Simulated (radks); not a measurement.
Values are calculated unless marked as measured or tabulated.
The nuclear charge of neutral lithium is varied continuously with 3 electrons held in [He] 2s1. Code: a radial shooting solver on a logarithmic mesh with Libxc functionals. Model: scalar-relativistic Kohn-Sham, PBE, spin-polarised, spherical densities, point nucleus; open shells are filled with parallel spins first. By the Hellmann-Feynman theorem dE/dZ = E(electron-nucleus)/Z, the electronic potential at the nucleus. The scalar-relativistic energy here is not variational (the density holds large components alone), so the two differ by a part that grows with Z.

\begin{tabular}{lrrrrr}
Z & E (hartree) & E(electron-nucleus)/Z (hartree) & HOMO & e(HOMO) (eV) & <r> HOMO (bohr) \\ \hline
2.75 & -6.10620 & -5.14395 & 2s & -1.541 & 4.640 \\
3 & -7.46301 & -5.71014 & 2s & -3.228 & 3.790 \\
3.25 & -8.96119 & -6.27507 & 2s & -5.376 & 3.223 \\
3.5 & -10.60052 & -6.83935 & 2s & -7.970 & 2.813 \\
3.75 & -12.38087 & -7.40328 & 2s & -11.005 & 2.501 \\
4 & -14.30219 & -7.96703 & 2s & -14.474 & 2.254 \\
\end{tabular}

The central difference of E at Z = 3 is -5.710 hartree, to compare with the third column; the second derivative is -2.26 hartree.
